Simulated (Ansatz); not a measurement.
Start from `OBOBF` and change one atom or group to get `CCOBO`.

Ansatz, PBE0-D4/def2-TZVP geometries, multiplicity 1. Each molecule was computed in one conformer, which needn't be the lowest.

```tsv
property	`OBOBF`
HOMO–LUMO gap (PBE/def2-TZVPP) / eV	6.80
HOMO–LUMO gap (B3LYP/def2-TZVPP) / eV	8.94
size of the dipole moment (ωB97M-V/def2-TZVPP) / D	2.01
LUMO energy (ωB97M-V/def2-TZVPP) / eV	1.83
LUMO energy (PBE0/def2-TZVPP) / eV	-0.12
HOMO–LUMO gap (ωB97M-V/def2-TZVPP) / eV	13.76
```

Q: Give the same properties after the change, and the shifts. (Best estimate.)

A: The calculation gave: 
```json
{"property": "HOMO–LUMO gap (PBE/def2-TZVPP) / eV", "`CCOBO`": "6.97", "shift": "0.17"}
{"property": "HOMO–LUMO gap (B3LYP/def2-TZVPP) / eV", "`CCOBO`": "8.95", "shift": "0.01"}
{"property": "size of the dipole moment (ωB97M-V/def2-TZVPP) / D", "`CCOBO`": "1.94", "shift": "-0.07"}
{"property": "LUMO energy (ωB97M-V/def2-TZVPP) / eV", "`CCOBO`": "2.54", "shift": "0.71"}
{"property": "LUMO energy (PBE0/def2-TZVPP) / eV", "`CCOBO`": "0.90", "shift": "1.02"}
{"property": "HOMO–LUMO gap (ωB97M-V/def2-TZVPP) / eV", "`CCOBO`": "13.50", "shift": "-0.26"}
```

Dipoles are sizes alone; their direction can turn.

B3LYP here is the variant with VWN-RPA as its local correlation; programs differ in this.
